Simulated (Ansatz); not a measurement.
```yaml
crystal:
  periodic: [false, false, false]
  atoms:
    - {symbol: O, position_ang: [0.111070, -2.503147, -1.058642]}
    - {symbol: C, position_ang: [0.060796, -1.369775, -0.579461]}
    - {symbol: C, position_ang: [1.292728, -0.666153, -0.109623]}
    - {symbol: C, position_ang: [2.533059, -1.321931, -0.220968]}
    - {symbol: C, position_ang: [3.704717, -0.689671, 0.210328]}
    - {symbol: C, position_ang: [3.647299, 0.606380, 0.757869]}
    - {symbol: C, position_ang: [2.418405, 1.266127, 0.872378]}
    - {symbol: C, position_ang: [1.234962, 0.638050, 0.441272]}
    - {symbol: C, position_ang: [-0.060574, 1.370444, 0.577867]}
    - {symbol: O, position_ang: [-0.110734, 2.504179, 1.056197]}
    - {symbol: C, position_ang: [-1.292600, 0.666544, 0.108687]}
    - {symbol: C, position_ang: [-2.533020, 1.322026, 0.220725]}
    - {symbol: C, position_ang: [-3.704841, 0.689312, -0.209477]}
    - {symbol: C, position_ang: [-3.647462, -0.606872, -0.756695]}
    - {symbol: C, position_ang: [-2.418449, -1.266256, -0.872059]}
    - {symbol: C, position_ang: [-1.234852, -0.637723, -0.442050]}
    - {symbol: H, position_ang: [2.542140, -2.333549, -0.653198]}
    - {symbol: H, position_ang: [4.672923, -1.205723, 0.121702]}
    - {symbol: H, position_ang: [4.570743, 1.100751, 1.096155]}
    - {symbol: H, position_ang: [2.337845, 2.278551, 1.295204]}
    - {symbol: H, position_ang: [-2.542060, 2.333730, 0.652745]}
    - {symbol: H, position_ang: [-4.673135, 1.205097, -0.120222]}
    - {symbol: H, position_ang: [-4.571035, -1.101642, -1.094049]}
    - {symbol: H, position_ang: [-2.337915, -2.278759, -1.294694]}
basis:
  gaussian: {orbitals: def2-TZVP}
magnetization: {spin_polarized: true, initial_magnetization: 2}
hamiltonian: {xc: pbe0, dispersion: d4}
scf: {omitted_lower_state_checks: [starts]}
output: {orbitals: {seedname: orbitals}}
```

```sh
$ ansatz run in.yaml --threads 4 --pin off --events-out ev --progress --plain --max-ram 6963MiB
```

Problem. Does this run fit into the memory that it is given?

Solution. No. It has 544 basis functions, and Ansatz plans for 9 GiB where 7 GiB are given.
